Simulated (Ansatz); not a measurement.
`C#CC([SiH3])[SiH3]`. Total charge 0; spin multiplicity 1.

Cartesian coordinates in Å:
```
C 1.897 -0.946 -1.497
C 0.889 -0.460 -1.056
C -0.293 0.114 -0.464
Si -1.149 -1.170 0.631
Si 0.167 1.676 0.500
H 2.783 -1.375 -1.901
H -1.010 0.410 -1.241
H -1.497 -2.367 -0.173
H -2.390 -0.575 1.196
H -0.239 -1.556 1.738
H 1.085 1.316 1.609
H 0.829 2.650 -0.403
H -1.071 2.281 1.060
```

(1) Give the diagnostics of a CCSD(T)/def2-TZVPP run (frozen core, Ansatz). (Estimate.)

## Answers

(1) The calculation gave: T1 = 0.0121, largest single amplitude 0.014, largest double 0.025, (T) share of the correlation energy 4.3 %, 9 CCSD cycles. The RHF solution is stable towards an unrestricted one. T1 lies under the customary mark of 0.02 for closed shells.
